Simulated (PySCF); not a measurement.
PySCF input file for BCl2, SMILES Cl[B+]Cl, charge +1, PBE/pcJ-1. The structure is a stationary point at B3LYP-D3(BJ)/def2-TZVP.

```python
import numpy as np
from pyscf import gto, scf, dft
from pyscf.prop.ssc import rks as ssc

mol = gto.M(
    atom='''
    B     0.00000000    0.00000000    0.00000000
    Cl    0.00000000    0.00000000   -1.61347182
    Cl    0.00000000    0.00000000    1.61347182
    ''',
    basis='pcJ-1',
    charge=1,
    spin=0,
    max_memory=1600,
    verbose=3,
)
mf = dft.RKS(mol, xc='pbe')
mf.grids.level = 3
mf.conv_tol = 1e-10
mf.max_cycle = 100
mf.kernel()
j = ssc.SSC(mf)
j.with_fcsd = True
j.max_cycle_cphf = 80
j.conv_tol = 1e-7
e11 = j.kernel()
```

It prints:

```
converged SCF energy = -938.747178328078
Reduced spin-spin coupling constant K (Hz)
               #0        #1        #2
        0 B    0.00000
        1 Cl -29.83177   0.00000
        2 Cl -29.81656 -10.10179   0.00000
Spin-spin coupling constant J (Hz)
               #0        #1        #2
        0 B    0.00000
        1 Cl -29.29787   0.00000
        2 Cl -29.28293  -3.03268   0.00000
```

The calculation finished and met its thresholds.
